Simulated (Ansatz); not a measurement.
One change: `BO[SiH3]` becomes `[SiH3]OBO[SiH3]`.

Ansatz, PBE0-D4/def2-TZVP geometries, multiplicity 1. Each molecule was computed in one conformer, which needn't be the lowest.

```csv
property,`BO[SiH3]`
HOMO–LUMO gap (PBE0/def2-TZVPP) / eV,7.84
HOMO energy (PBE0/def2-TZVPP) / eV,-8.49
LUMO energy (PBE/def2-TZVPP) / eV,-1.68
size of the dipole moment (PBE/def2-TZVPP) / D,1.04
LUMO energy (ωB97M-V/def2-TZVPP) / eV,1.22
HOMO–LUMO gap (PBE/def2-TZVPP) / eV,5.35
```

Q: What does the change do to each property? (Best estimate.)

A: Computed: 
```
                                      property  `[SiH3]OBO[SiH3]`  shift
          HOMO–LUMO gap (PBE0/def2-TZVPP) / eV               9.10   1.26
            HOMO energy (PBE0/def2-TZVPP) / eV              -9.04  -0.55
             LUMO energy (PBE/def2-TZVPP) / eV              -0.81   0.87
size of the dipole moment (PBE/def2-TZVPP) / D               0.88  -0.16
         LUMO energy (ωB97M-V/def2-TZVPP) / eV               1.67   0.45
           HOMO–LUMO gap (PBE/def2-TZVPP) / eV               6.80   1.45
```

With PBE0 the HOMO falls by 0.55 eV and the LUMO rises by 0.71 eV, so the gap widens by about 1.26 eV. PBE moves the HOMO by -0.58 eV and ωB97M-V by -0.48 eV. The zero-point energy changes by 59.7 kJ/mol with +12 modes. Dipoles are sizes alone; their direction can turn.
